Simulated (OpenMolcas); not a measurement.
## What dynamic correlation does to the levels of neutral phosphorus

* Program: OpenMolcas
* Basis: ANO-RCC-VTZP [5s4p2d1f]
* Scalar Hamiltonian: DKH2, point nucleus
* Active space: 5 electrons in 8 orbitals (3s 3p 4s 4p)
* State averaging: 2S+1 = 4 odd, 1 root; 2S+1 = 2 odd, 8 roots; 2S+1 = 4 even, 3 roots; 2S+1 = 2 even, 5 roots (0 in the spin-orbit step)
* Spin-orbit coupling: state interaction with AMFI integrals over the reference wave functions, term energies averaged over their components

Methods on the same reference wave functions:
A. CASSCF
B. SS-CASPT2, IPEA 0.25 Eh, imaginary shift 0.1 Eh (closed shells correlated: 2s 2p)
C. XMS-CASPT2, IPEA 0.25 Eh, imaginary shift 0.1 Eh (closed shells correlated: 2s 2p)

Energies in cm⁻¹ above 3s² 3p³ ⁴S°_3/2, the measured ground level; measured values from NIST Handbook of Basic Atomic Spectroscopic Data.

```json
{"Level": "3s² 3p³ ⁴S°_3/2", "A": "0.0", "B": "0.0", "C": "0.0", "Measured": "0.0"}
{"Level": "3s² 3p³ ²D°_3/2", "A": "14677", "B": "12470", "C": "12280", "Measured": "11361"}
{"Level": "3s² 3p³ ²D°_5/2", "A": "14697", "B": "12480", "C": "12300", "Measured": "11377"}
{"Level": "3s² 3p³ ²P°_1/2", "A": "19597", "B": "19520", "C": "19470", "Measured": "18723"}
{"Level": "3s² 3p³ ²P°_3/2", "A": "19610", "B": "19530", "C": "19480", "Measured": "18748"}
{"Level": "3s 3p⁴ ⁴P_5/2", "A": "65546", "B": "63050", "C": "60450", "Measured": "59535"}
{"Level": "3s 3p⁴ ⁴P_3/2", "A": "65695", "B": "63200", "C": "60600", "Measured": "59716"}
{"Level": "3s 3p⁴ ⁴P_1/2", "A": "65783", "B": "63290", "C": "60690", "Measured": "59820"}
```

Deviations, from unrounded energies. A percentage is the sum of absolute deviations over the sum of measured energies, with the sign that they share, or ± where signs differ.

```tsv
Against measurement	Levels	A	B	C
mean absolute deviation (cm-1)	7	3800	2000	860
other terms of the ground configuration (%)	4	+13.9	+6.3	+5.5
other configurations (%)	3	+10.0	+5.8	+1.5
```

C lies closest to measurement on these levels and A furthest from it. The largest miss of C in the table is 3s² 3p³ ²D°_5/2, by +920 cm-1. The ranking rests on the paired levels alone, and a cruder setting can come out closer through cancelling errors.

Between B and C the level of the table that moves most is 3s 3p⁴ ⁴P_5/2, by 2600 cm-1 (lowest in C, highest in B). Moves below CASPT2's spread within the term are not significant.

From A to B the spin-free energies of the other terms of 3s² 3p³ shown, above ⁴S°, scale by factors of 0.85 to 1.00.

The lowest spin-free term lies below A's lowest term by 0.089 hartree in B, 0.089 hartree in C.

CASPT2 does not keep the components of a term degenerate, so their means are used; among the terms shown or strongly mixed into the levels shown the widest spread is 610 cm-1 (3s² 3p³ ²D°, C). Over all roots computed the reference weight is 0.87 to 0.96 in C; the roots of lowest weight are the least certain, and an intruder state may touch them. Active for correlation alone: 4p 4s; no level in the range computed is led by a configuration that fills them, so any true level of that kind is missing. Terms of s pⁿ other than that of highest spin mix with s² pⁿ⁻² d, which this space lacks; all of them can be thousands of cm-1 off, and some have no real level of that name. Without dynamic correlation excited terms often stand tens of per cent too high (terms of higher spin than the ground term too low), and those without a measured partner can miss by more than the paired ones (holds for A). Measured partners are found by configuration, term and J. A level has none where our copy of the source lacks it or the pairing is in doubt (some pairs that miss far off the trend of their configuration count as doubtful), and it then counts in no deviation. Levels of configurations outside the active space are missing.

° marks odd parity.
